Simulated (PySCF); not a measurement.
[Lu(H2O)9]3+ at several levels of theory

Computed with PySCF 2.14.0 (density fitting, no spin-orbit coupling) at the geometry relaxed with PBE0:

```xyz
28
[Lu(H2O)9]3+ (singlet in the valence; each metal's 4f electrons, 14 of them, lie in its core potential, out of spins and levels; a saddle point, relaxed within its symmetry)
Lu    0.0000    0.0000    0.0000
O     1.7051    0.0000    1.7696
H     1.6547    0.0000    2.7375
H     2.6575    0.0000    1.5843
O    -0.8526    1.4766    1.7696
H    -0.8274    1.4330    2.7375
H    -1.3288    2.3015    1.5843
O    -0.8525   -1.4767    1.7696
H    -0.8273   -1.4330    2.7375
H    -1.3287   -2.3015    1.5843
O     1.7051    0.0000   -1.7696
H     2.6575    0.0000   -1.5843
H     1.6547    0.0000   -2.7375
O    -0.8526    1.4766   -1.7696
H    -1.3288    2.3015   -1.5843
H    -0.8274    1.4330   -2.7375
O    -0.8525   -1.4767   -1.7696
H    -1.3287   -2.3015   -1.5843
H    -0.8273   -1.4330   -2.7375
O     1.1884    2.0584    0.0000
H     1.4782    2.5604    0.7764
H     1.4782    2.5604   -0.7764
O    -2.3768    0.0000    0.0000
H    -2.9564   -0.0001    0.7764
H    -2.9564   -0.0001   -0.7764
O     1.1884   -2.0584    0.0000
H     1.4783   -2.5603    0.7764
H     1.4783   -2.5603   -0.7764
```

| level | basis | state | HOMO (eV) | gap (eV) | charge on Lu1 (e) | population of f-type functions on Lu1 (polarisation alone where 4f lies in the core) | dipole about the centre of mass (D) | largest force component (eV/Å) |
| --- | --- | --- | --- | --- | --- | --- | --- | --- |
| PBE0 | Lu lcecp-1-SVP with ECP60, O def2-SVP, H def2-SVP | singlet | -20.12 | 9.34 | 0.70 | 0.05 | 0.00 | 0.01 |
| BP86 | the same | singlet | -18.31 | 6.76 | 0.37 | 0.05 | 0.00 | 0.60 |
| PBE | the same | singlet | -18.21 | 6.50 | 0.34 | 0.05 | 0.00 | 0.53 |
| HF | the same | singlet | -24.99 | 17.18 | 1.49 | 0.04 | 0.00 | 1.45 |

In the lcecp rows the 4f levels are missing from HOMO and gap, and the state counts the valence alone.

Charges are Mulliken's, which hang on the basis. The relaxation used the grid (50, 194), these runs (75, 302) or, all-electron (x2c bases, spin-free X2C Hamiltonian), (99, 590).

Q: What does r2SCAN with Lu lcecp-1-SVP with ECP60, O def2-SVP, H def2-SVP give here?

A: state singlet, HOMO (eV) -18.69, gap (eV) 7.70, charge on Lu1 (e) 0.70, population of f-type functions on Lu1 (polarisation alone where 4f lies in the core) 0.05, dipole about the centre of mass (D) 0.00, largest force component (eV/Å) 0.18. Time: 84 s on 4 threads of Intel(R) Xeon(R) Platinum 8259CL CPU @ 2.50GHz (Skylake/Cascade Lake), with other jobs on the host, from an already converged density.

In the first row's basis the gap widens with exact exchange: 6.5 to 7.7 eV for PBE, BP86, r2SCAN (none); 9.3 eV for PBE0 (a fixed share); 17.2 eV for Hartree–Fock (rising or full at long range).

An lcecp potential fixes the number of 4f electrons, so in runs with it no electron can move into or out of that shell.
